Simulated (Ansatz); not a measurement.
This Ansatz (a first-principles code) input (PBE/6-31G) gives -37.78009 Eh with 9 basis functions.

Ansatz 0.2 input:
```yaml
crystal:
  periodic: [false, false, false]
  atoms:
    - {symbol: C, position_ang: [0.00000000, 0.00000000, 0.00000000]}
basis:
  gaussian:
    orbitals: 6-31G
hamiltonian:
  xc: {name: PBE}
magnetization: {spin_polarized: true, initial_magnetization: 2}
scf: {lower_state_search: full}
```

Change:
```diff
- orbitals: 6-31G
+ orbitals: pcseg-2
```

Question: What does the run give now?

Answer: -37.79598 Eh (PBE/pcseg-2, 30 functions), a change of -15.89 mEh.
